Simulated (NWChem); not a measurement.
System: C₄H₃FS; SMILES c1(ccsc1)F

NWChem input:

```
start job
memory heap 200 mb stack 900 mb global 1100 mb
geometry units angstroms noautosym nocenter noautoz
  F     -0.257525    -2.316364     0.000000
  C     -0.065798    -1.003752     0.000000
  C      1.234047    -0.430008     0.000000
  C      1.168927     0.937137     0.000000
  S     -0.450969     1.505227     0.000000
  C     -1.084487    -0.090593     0.000000
  H      2.153937    -1.014774     0.000000
  H      1.995726     1.646139     0.000000
  H     -2.154484    -0.287059     0.000000
end
basis spherical
  * library 6-31g*
end
dft
  xc hfexch
  iterations 150
  mulliken
end
task dft energy
esp
  recalculate
  probe 0.07
  range 0.3
  factor 1.0
  spacing 0.02
end
task esp
```

Output (shortened):

```
             Northwest Computational Chemistry Package (NWChem) 7.3.0
             --------------------------------------------------------

                             Geometry "geometry" -> ""
                             -------------------------

 Output coordinates in angstroms (scale by  1.889725989 to convert to a.u.)

  No.       Tag          Charge          X              Y              Z
 ---- ---------------- ---------- -------------- -------------- --------------
    1 F                    9.0000    -0.25752500    -2.31636400     0.00000000
    2 C                    6.0000    -0.06579800    -1.00375200     0.00000000
    3 C                    6.0000     1.23404700    -0.43000800     0.00000000
    4 C                    6.0000     1.16892700     0.93713700     0.00000000
    5 S                   16.0000    -0.45096900     1.50522700     0.00000000
    6 C                    6.0000    -1.08448700    -0.09059300     0.00000000
    7 H                    1.0000     2.15393700    -1.01477400     0.00000000
    8 H                    1.0000     1.99572600     1.64613900     0.00000000
    9 H                    1.0000    -2.15448400    -0.28705900     0.00000000

 Effective nuclear repulsion energy (a.u.)     271.0330483857

  xc_inp: hfexch multiplicative factor not found.

                                 NWChem DFT Module
                                 -----------------

 Summary of "ao basis" -> "ao basis" (spherical)
 ------------------------------------------------------------------------------
       Tag                 Description            Shells   Functions and Types
 ---------------- ------------------------------  ------  ---------------------
 F                           6-31g*                  6       14   3s2p1d
 C                           6-31g*                  6       14   3s2p1d
 S                           6-31g*                  8       18   4s3p1d
 H                           6-31g*                  2        2   2s

            General Information
            -------------------
          SCF calculation type: DFT
          Wavefunction type:  closed shell.
          No. of atoms     :     9
          No. of electrons :    52
           Alpha electrons :    26
            Beta electrons :    26
          Charge           :     0
          Spin multiplicity:     1
          Use of symmetry is: off; symmetry adaption is: off
          Maximum number of iterations: 150
          AO basis - number of functions:    94
                     number of shells:    44
          Convergence on energy requested:  1.00D-06
          Convergence on density requested:  1.00D-05
          Convergence on gradient requested:  5.00D-04

              XC Information
              --------------
                     Hartree-Fock (Exact) Exchange  1.000

      Superposition of Atomic Density Guess
      -------------------------------------

 Sum of atomic energies:        -648.96372719

      Non-variational initial energy
      ------------------------------

 Total energy =    -652.274215
 1-e energy   =   -1431.519522
 2-e energy   =     508.212259
 HOMO         =      -0.225268
 LUMO         =       0.025117

     ---------------------------------------------
      Total Density - Mulliken Population Analysis
     ---------------------------------------------

    Atom       Charge   Shell Charges
 -----------   ------   -------------------------------------------------------
    1 F    9     9.45   2.00  0.94  3.39  1.02  2.10  0.01
    2 C    6     5.34   2.00  0.69  1.64  0.41  0.53  0.08
    3 C    6     6.35   2.00  0.74  2.00  0.54  1.04  0.04
    4 C    6     6.35   2.00  0.72  1.84  0.62  1.13  0.04
    5 S   16    15.71   2.00  2.00  5.98  1.32  2.88  0.46  1.00  0.07
    6 C    6     6.53   2.00  0.72  1.93  0.63  1.22  0.03
    7 H    1     0.77   0.46  0.31
    8 H    1     0.75   0.46  0.30
    9 H    1     0.75   0.45  0.30

   convergence    iter        energy       DeltaE   RMS-Dens  Diis-err
 ---------------- ----- ----------------- --------- --------- ---------
 d= 0,ls=0.0,diis     1   -650.0599424767 -9.21D+02  6.42D-03  4.35D-01
 d= 0,ls=0.0,diis     2   -650.1215812477 -6.16D-02  2.14D-03  7.15D-02
 d= 0,ls=0.0,diis     3   -650.1295449995 -7.96D-03  1.12D-03  9.27D-03
 d= 0,ls=0.0,diis     4   -650.1309779822 -1.43D-03  2.86D-04  3.55D-04
 d= 0,ls=0.0,diis     5   -650.1310744171 -9.64D-05  1.31D-04  6.39D-05
  Resetting Diis
 d= 0,ls=0.0,diis     6   -650.1310972870 -2.29D-05  8.49D-05  9.47D-06
 d= 0,ls=0.0,diis     7   -650.1311035814 -6.29D-06  2.12D-05  1.57D-06
 d= 0,ls=0.0,diis     8   -650.1311041485 -5.67D-07  9.48D-06  5.23D-07

         Total DFT energy =     -650.131104148501
      One electron energy =    -1433.667448510246
           Coulomb energy =      569.469263938445
    Exchange-Corr. energy =      -56.965967962420
 Nuclear repulsion energy =      271.033048385720

 Numeric. integr. density =        0.000000000000

                       DFT Final Molecular Orbital Analysis
                       ------------------------------------

 Vector   24  Occ=2.000000D+00  E=-4.871862D-01
              MO Center= -2.6D-01,  1.2D+00, -3.2D-15, r^2= 2.7D+00
   Bfn.  Coefficient  Atom+Function         Bfn.  Coefficient  Atom+Function
  ----- ------------  ---------------      ----- ------------  ---------------
    64      0.506143  5 S  py                66      0.335882  5 S  s
    63     -0.248186  5 S  px                62      0.206898  5 S  s
    78     -0.202535  6 C  py                60     -0.192540  5 S  py
    32      0.169511  3 C  py                45      0.167096  4 C  px
    46     -0.165280  4 C  py                68      0.161879  5 S  py

 Vector   25  Occ=2.000000D+00  E=-3.509408D-01
              MO Center=  2.4D-01,  5.1D-01,  8.7D-16, r^2= 3.0D+00
   Bfn.  Coefficient  Atom+Function         Bfn.  Coefficient  Atom+Function
  ----- ------------  ---------------      ----- ------------  ---------------
    65      0.498529  5 S  pz                33     -0.326101  3 C  pz
    69      0.315285  5 S  pz                37     -0.283303  3 C  pz
    61     -0.184504  5 S  pz                19     -0.159832  2 C  pz
    47     -0.155045  4 C  pz                51     -0.134008  4 C  pz
    23     -0.113559  2 C  pz                 5      0.091091  1 F  pz

 Vector   26  Occ=2.000000D+00  E=-3.315802D-01
              MO Center= -1.1D-01,  5.0D-02, -9.7D-16, r^2= 2.8D+00
   Bfn.  Coefficient  Atom+Function         Bfn.  Coefficient  Atom+Function
  ----- ------------  ---------------      ----- ------------  ---------------
    79      0.344658  6 C  pz                83      0.331319  6 C  pz
    19      0.291457  2 C  pz                47     -0.285144  4 C  pz
    51     -0.267219  4 C  pz                65     -0.201537  5 S  pz
    23      0.198199  2 C  pz                 5     -0.149270  1 F  pz
     9     -0.137701  1 F  pz                69     -0.133916  5 S  pz

 Vector   27  Occ=0.000000D+00  E= 1.216448D-01
              MO Center=  2.5D-01,  4.0D-01, -9.3D-16, r^2= 3.4D+00
   Bfn.  Coefficient  Atom+Function         Bfn.  Coefficient  Atom+Function
  ----- ------------  ---------------      ----- ------------  ---------------
    51      0.609095  4 C  pz                83      0.495785  6 C  pz
    69     -0.437861  5 S  pz                37     -0.382834  3 C  pz
    47      0.332312  4 C  pz                65     -0.279018  5 S  pz
    79      0.279506  6 C  pz                23     -0.234522  2 C  pz
    33     -0.208371  3 C  pz                19     -0.180718  2 C  pz

 Vector   28  Occ=0.000000D+00  E= 1.785640D-01
              MO Center= -4.1D-01,  1.5D+00, -6.0D-16, r^2= 3.5D+00
   Bfn.  Coefficient  Atom+Function         Bfn.  Coefficient  Atom+Function
  ----- ------------  ---------------      ----- ------------  ---------------
    67      1.192776  5 S  px                48     -1.080393  4 C  s
    80      0.924152  6 C  s                 68      0.597312  5 S  py
    82      0.467426  6 C  py                50     -0.311264  4 C  py
    92      0.311936  8 H  s                 63      0.260386  5 S  px
    49      0.223017  4 C  px                78      0.189793  6 C  py

 Vector   29  Occ=0.000000D+00  E= 2.359420D-01
              MO Center=  6.0D-01,  3.2D-01, -2.7D-14, r^2= 7.4D+00
   Bfn.  Coefficient  Atom+Function         Bfn.  Coefficient  Atom+Function
  ----- ------------  ---------------      ----- ------------  ---------------
    92      1.184128  8 H  s                 90      1.091207  7 H  s
    94      1.061199  9 H  s                 66     -0.798204  5 S  s
    34     -0.778280  3 C  s                 68      0.760584  5 S  py
    81      0.751201  6 C  px                49     -0.728468  4 C  px
    67     -0.431398  5 S  px                50     -0.362137  4 C  py

     ---------------------------------------------
      Total Density - Mulliken Population Analysis
     ---------------------------------------------

    Atom       Charge   Shell Charges
 -----------   ------   -------------------------------------------------------
    1 F    9     9.43   2.00  0.93  3.30  1.06  2.13  0.02
    2 C    6     5.48   2.00  0.66  1.89  0.38  0.45  0.09
    3 C    6     6.24   2.00  0.67  2.01  0.51  1.00  0.05
    4 C    6     6.42   2.00  0.67  1.96  0.61  1.14  0.05
    5 S   16    15.66   2.00  2.00  5.98  1.30  2.96  0.49  0.83  0.10
    6 C    6     6.51   2.00  0.66  1.99  0.62  1.20  0.04
    7 H    1     0.77   0.51  0.25
    8 H    1     0.75   0.51  0.24
    9 H    1     0.75   0.51  0.24

     -------------------------------------------
      Total Density - Lowdin Population Analysis
     -------------------------------------------

    Atom       Charge   Shell Charges
 -----------   ------   -------------------------------------------------------
    1 F    9     9.14   1.99  0.92  3.19  0.80  2.20  0.04
    2 C    6     5.88   1.99  0.51  1.72  0.36  1.10  0.21
    3 C    6     6.19   1.99  0.53  1.85  0.40  1.33  0.09
    4 C    6     6.28   1.99  0.55  1.81  0.43  1.41  0.09
    5 S   16    15.64   2.00  1.99  5.90  0.99  2.71  0.56  1.37  0.12
    6 C    6     6.35   1.99  0.55  1.86  0.43  1.44  0.09
    7 H    1     0.84   0.49  0.36
    8 H    1     0.84   0.48  0.35
    9 H    1     0.83   0.48  0.35

     Multipole analysis of the density
     ---------------------------------

     L   x y z        total         alpha         beta         nuclear
     -   - - -        -----         -----         ----         -------
     0   0 0 0     -0.000000    -26.000000    -26.000000     52.000000

     1   1 0 0      0.305065      0.173240      0.173240     -0.041415
     1   0 1 0      0.387461      0.139527      0.139527      0.108406
     1   0 0 1      0.000000      0.000000      0.000000      0.000000

     2   2 0 0    -25.707915    -87.012878    -87.012878    148.317841
     2   1 1 0      0.626238     -0.758538     -0.758538      2.143314
     2   1 0 1      0.000000      0.000000      0.000000      0.000000
     2   0 2 0    -32.196349   -196.144635   -196.144635    360.092921
     2   0 1 1      0.000000      0.000000      0.000000      0.000000
     2   0 0 2    -32.648599    -16.324299    -16.324299      0.000000

                     NWChem Electrostatic Potential Fit Module
                     -----------------------------------------

 Atom parameters

 Number of atoms is                                    9
 Number of basis functions is                         94

 Grid parameters

 Maximum number of grid points is                  36260
 Number of grid points is                          36259
 Grid range                                     0.300000 nm
 Grid spacing                                   0.020000 nm
 Probe radius                                   0.070000 nm
 Atom radius factor                             1.000000

 Atomic radii

    1    0.100000
    6    0.147000
    9    0.128000
   16    0.174000
 FASTESP  F
  using M.O. file = ./job.movecs

    Atom              Coordinates                           Charge

                                                  ESP

    1 F    -0.025753   -0.231636    0.000000   -0.248837
    2 C    -0.006580   -0.100375    0.000000    0.429466
    3 C     0.123405   -0.043001    0.000000   -0.262400
    4 C     0.116893    0.093714    0.000000   -0.176441
    5 S    -0.045097    0.150523    0.000000    0.017436
    6 C    -0.108449   -0.009059    0.000000   -0.354653
    7 H     0.215394   -0.101477    0.000000    0.173360
    8 H     0.199573    0.164614    0.000000    0.196096
    9 H    -0.215448   -0.028706    0.000000    0.225972
                                            ------------
                                                0.000000

 Dipole moment                                  0.534878

 Quadrupole moment Qxx                         11.339673
                   Qyy                         -6.442247
                   Qzz                         -4.897426

 RMS deviation kJ/mol                           0.091895

 RRMS %                                        48.136181
```

Level: Hartree-Fock/6-31G* (spherical d). The geometry was optimised at PBE0/def2-SVP.
